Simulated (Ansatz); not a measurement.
System: SnI2, net charge 0, singlet state. SMILES: [I][Sn][I]
Structure (B3LYP-D3(BJ)/def2-TZVP (Ansatz, a first-principles code) minimum search):
```
Sn
I 1 2.7577
I 1 2.7577 2 100.68
```

Quantity: atomisation energy (electronic, to ground-state atoms), in kcal/mol. Correlated levels leave the core frozen unless marked. Open shells are spin-unrestricted. Spin-orbit coupling is left out. Frozen are the shells of the preceding noble gas and the d and f shells that filled before the atom's block. Past Kr the def2 sets carry scalar-relativistic core potentials. The coupled-cluster limit lacks core correlation, which all-electron functionals hold. CBS(X,Y): correlation extrapolated as X^-3; Hartree-Fock from the larger set.

```json
[
 {"level": "PBE-D3(BJ)/def2-TZVPD", "program": "Ansatz + dftd3", "atomisation energy (kcal/mol)": "150.8"},
 {"level": "PBE0/def2-SVP", "program": "Ansatz", "atomisation energy (kcal/mol)": "?"},
 {"level": "PBE0/def2-TZVPD", "program": "Ansatz", "atomisation energy (kcal/mol)": "141.7"},
 {"level": "HSE06-D4/def2-TZVPD", "program": "Ansatz + dftd4", "atomisation energy (kcal/mol)": "145.0"},
 {"level": "B2GP-PLYP/def2-TZVPD", "program": "Ansatz", "atomisation energy (kcal/mol)": "135.9"},
 {"level": "CCSD(T)/CBS(def2-TZVPP,def2-QZVPP)", "program": "Ansatz", "atomisation energy (kcal/mol)": "?"}
]
```

**Question.** What belongs in the gaps?

**Answer.** 
- PBE0/def2-SVP, atomisation energy (kcal/mol): 139.6
- CCSD(T)/CBS(def2-TZVPP,def2-QZVPP), atomisation energy (kcal/mol): 142.0
